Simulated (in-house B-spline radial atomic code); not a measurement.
**Ionising Re⁺ with different functionals**

Computed with a radial B-spline atomic code at the basis-set limit: four-component Dirac-Coulomb Hamiltonian, Fermi nucleus of rms radius 5.3698 fm, spin-restricted, spherical fractional occupations for the functionals, and exact exchange of hybrids averaged over the configuration. The ionisation energy is the difference of two self-consistent energies, [Xe] 4f14 5d5 6s1 → [Xe] 4f14 5d5, without Breit or QED terms; ε is the level of the shell that loses the electron (mean over j).

| method | rung | ΔSCF (eV) | -ε(6s) (eV) |
| --- | --- | --- | --- |
| B3LYP | global hybrid | 16.33 | 13.43 |
| B97-1 | global hybrid | 16.04 | 13.24 |
| wB97X | range-separated hybrid | 16.00 | 15.58 |
| HSE06 | range-separated hybrid | 16.12 | 13.11 |

Question: Among the functionals, which spreads more, the ΔSCF values or the orbital energies?

Answer: The orbital energies: ΔSCF values span about 0.33 eV and the orbital energies 2.47 eV; here energy differences depend much less on the functional than eigenvalues do.

Question: How do they compare with the NIST value?

Answer: NIST lists 16.6 eV ± 0.5 (semi-empirical, ground level to ground level). Errors run from -0.60 to -0.27 eV; all lie within about twice that uncertainty, so the table can't rank the methods.
